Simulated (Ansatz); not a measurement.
Input file for Ansatz (a first-principles code): R-B3LYP/def2-TZVPP on CdSe, 2S+1 = 1, a spin state set in the input, which need not be the lowest, a point of a bond scan (R = 2.367 Å). Elements past Kr take the def2 small-core potentials; no spin–orbit coupling.

Ansatz 0.2 input:
```yaml
crystal:
  periodic: [false, false, false]
  atoms:
    - {symbol: Cd, position_ang: [0.00000000, 0.00000000, 0.00000000]}
    - {symbol: Se, position_ang: [0.00000000, 0.00000000, 2.36672800]}
basis:
  gaussian:
    orbitals: def2-TZVPP
    pivot_positions_ang: [[0.00000000, 0.00000000, 0.00000000], [0.00000000, 0.00000000, 2.36672800]]
hamiltonian:
  xc: {name: B3LYP}
output: {forces: true, orbitals: {seedname: ./end}}
```

Q: What total energy does the run end on?

A: -2569.3981 hartree.
